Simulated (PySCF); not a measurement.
# UHF on I⁻ (iodine, charge -1)

Configuration: [Xe], closed-shell 1S. All numbers are calculated (PySCF 2.14, scalar relativity by spin-free X2C-1e, in aug-cc-pwCVTZ-DK3 with one added diffuse shell each of s, p, d, f type (11s10p8d5f1g, 125 functions)).

```
Total energy                        : -7112.502252 hartree
One-electron energy                 : -9767.2579 hartree
Hartree (Coulomb) energy            : 2835.2991 hartree
Exchange energy                     : -180.5434 hartree
⟨S²⟩                                : 0.0000
⟨L²⟩                                : 0.000
Sum of ⟨r⟩                          : 41.92 bohr
Sum of ⟨r²⟩                         : 78.29 bohr²
Langevin diamagnetic susceptibility : -62.0 ×10⁻⁶ cm³/mol
```

```tsv
shell	electrons	mean orbital energy (hartree)	rms radius, mean of both spins (bohr)
1s	2	-1224.52466	0.0312
2s	2	-192.61486	0.127
2p	6	-172.73412	0.113
3s	2	-40.21124	0.334
3p	6	-33.59411	0.335
3d	10	-23.63574	0.313
4s	2	-7.46164	0.787
4p	6	-5.28992	0.845
4d	10	-2.00836	0.994
5s	2	-0.60761	2.21
5p	6	-0.12614	2.92
```

Densities and radii are taken from the X2C orbitals without a picture-change correction, which distorts them close to the nucleus.

Spin-orbit constants ζ (cm⁻¹) from the X2C one-electron operator on these orbitals: bare nucleus, nucleus screened by l(l+1)(2l+1)/3 electrons, and screened by the Breit-Pauli mean field of the electrons.

```
shell     bare  screened nucleus  mean field
   2p  1592000           1532000         n/a
   3p   303500            292000         n/a
   3d    46150             37440         n/a
   4p    56480             54350         n/a
   4d     6509              5281         n/a
   5p     4193              4035         n/a
```
